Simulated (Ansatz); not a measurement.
Stepwise reaction of `F[Si](F)(Cl)Br` with ammonia, as a gas-phase model of exchange steps in deposition or etching. ΔE in kJ/mol; ΔG adds harmonic PBE0-D4 terms to CCSD(T)/CBS, at 1 bar.

Isolated molecules relaxed with PBE0-D4/def2-TZVP in Ansatz; ΔE leaves out vibrations. CCSD(T)/CBS adds triple-zeta CCSD(T) − MP2 to the extrapolated MP2 energy (def2 sets, frozen cores). This one scheme is used for every species. DFT in def2-TZVPP. B3LYP here is the variant with VWN-RPA as its local correlation; programs differ in this. For Br outer-core shells are correlated without core-valence functions, which leaves a few kJ/mol of doubt a bond. Scalar relativity is left out up to krypton. One conformer a species, not always the lowest.

```tsv
step	reaction	PBE-D4	B3LYP-D4	ωB97M-V	CCSD(T)/CBS	ΔG(400 K)
2	`N[Si](F)(Cl)Br` + NH₃ → `N[Si](N)(Cl)Br` + H–F	67.1	72.6	73.0	68.9	72.8
```

Question: Give the row of step 1, `F[Si](F)(Cl)Br` + NH₃ → `N[Si](F)(Cl)Br` + H–F. (Best estimate.)

Answer: Ansatz gave: 
| step | reaction | PBE-D4 | B3LYP-D4 | ωB97M-V | CCSD(T)/CBS | ΔG(400 K) |
| --- | --- | --- | --- | --- | --- | --- |
| 1 | `F[Si](F)(Cl)Br` + NH₃ → `N[Si](F)(Cl)Br` + H–F | 67.5 | 70.9 | 70.6 | 69.0 | 64.1 |

Question: By hand: ΔE of the 2 steps together at CCSD(T)/CBS.

Answer: (69.0) + (68.9) = 137.9 kJ/mol, or 69.0 kJ/mol a step.

In ΔE the steps differ by no more than 0.1 kJ/mol. All are uphill at CCSD(T)/CBS. ΔG lies between 64.1 and 72.8 kJ/mol a step. PBE-D4 differs from CCSD(T)/CBS by -1.8 to -1.5 kJ/mol a step. Isolated molecules leave out the surface, adducts and barriers. Largest T1 diagnostic: 0.010.
